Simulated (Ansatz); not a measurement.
(CuH)n off (charge +1): PBE0-D4/def2-SVP single points in Ansatz on relaxed structures, gas phase. Each cluster is the lowest isomer that a short search found in that spin, judged at the geometry's level, and lower ones may exist. HOMO and LUMO are taken over both spins. Singlets are spin-restricted. The structures are stationary points that may keep the symmetry of their start.

| species | atoms | state | geometry | HOMO (eV) | LUMO (eV) | gap (eV) | point group (within 0.1 Å) |
| --- | --- | --- | --- | --- | --- | --- | --- |
| Cu3H2⁺ | 5 | singlet | B3LYP-D4/def2-TZVP | -11.62 | -6.36 | 5.26 | C2 |
| Cu3H3⁺ | 6 | doublet | r2SCAN-D4/def2-SVP | -12.56 | -9.94 | 2.62 | Cs |

Q: Estimate the rows for Cu2H⁺ (singlet, PBE-D4/def2-TZVP geometry).

A: 
| species | atoms | state | geometry | HOMO (eV) | LUMO (eV) | gap (eV) | point group (within 0.1 Å) |
| --- | --- | --- | --- | --- | --- | --- | --- |
| Cu2H⁺ | 3 | singlet | PBE-D4/def2-TZVP | -12.87 | -7.28 | 5.60 | C2v |

The gap (eV) runs from 2.62 (Cu3H3⁺) to 5.60 (Cu2H⁺).
